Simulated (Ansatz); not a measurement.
Abridged output of a molecular run in Ansatz:

```
Functional definition: HF
845 factors; integrals over basis functions are off by at most 1.1e-3 eV
mean field evaluation 1: about -16021.7279 eV, gradient 4.3e1 eV
mean field evaluation 2: about -16021.7747 eV, gradient 4.3e1 eV
mean field evaluation 4: about -16025.4401 eV, gradient 2.8e0 eV
mean field evaluation 8: about -16025.4788 eV, gradient 2.3e-1 eV
mean field -16025.47893269 eV, -588.9254883165 hartree, gradient 1.1e-6 eV, S^2 0.000000; 0 other end points of the search recorded, 0 dependent functions left out
9 core orbitals not correlated: weight in the atoms' cores, before any rotation towards them, 1.000 or more for the frozen orbitals, at most 0.000 for the correlated occupied ones
reference -16025.47893269 eV, -588.9254883165 hartree; 15, 15 occupied and 65, 65 virtual orbitals, 845 factors
second order -19.80923980 eV of doubles, -0.00000000 eV of singles
cycle   1  -20.06688944 eV  change   -2.6e-1 eV  update   1.1e-1
cycle   2  -20.53479919 eV  change   -4.7e-1 eV  update   3.0e-2
cycle   3  -20.66310635 eV  change   -1.3e-1 eV  update   1.7e-2
cycle   4  -20.65429540 eV  change    8.8e-3 eV  update   3.6e-3
cycle   5  -20.65185258 eV  change    2.4e-3 eV  update   1.4e-3
cycle   6  -20.65232342 eV  change   -4.7e-4 eV  update   3.9e-4
cycle   7  -20.65217914 eV  change    1.4e-4 eV  update   1.2e-4
cycle   8  -20.65208791 eV  change    9.1e-5 eV  update   3.8e-5
cycle   9  -20.65209396 eV  change   -6.0e-6 eV  update   1.4e-5
perturbative correction -0.40630983 eV, -0.0149316109 hartree
Total energy: -16046.53733648 eV, -589.6993703819 hartree
```

Its atoms:

Z-matrix (Å, degrees):
```
Si
B 1 2.038
O 1 1.649 2 111.7
H 1 1.492 2 107.7 3 123.6
H 1 1.483 2 110.4 3 -118.3
F 2 1.323 1 121.6 3 -11.8
F 2 1.320 1 122.2 3 169.4
H 3 0.958 1 118.0 2 44.8
```

(1) Which basis set was used?
A. def2-TZVPPD
B. def2-SVP
C. def2-SVPD
D. def2-QZVPP

(2) Write the keys of the input that set method, charge and spin (a neutral closed shell needs none for the last two).

Answers

(1) B. It gives 89 functions.

(2) 
```yaml
correlation: {method: ccsd_t}
```
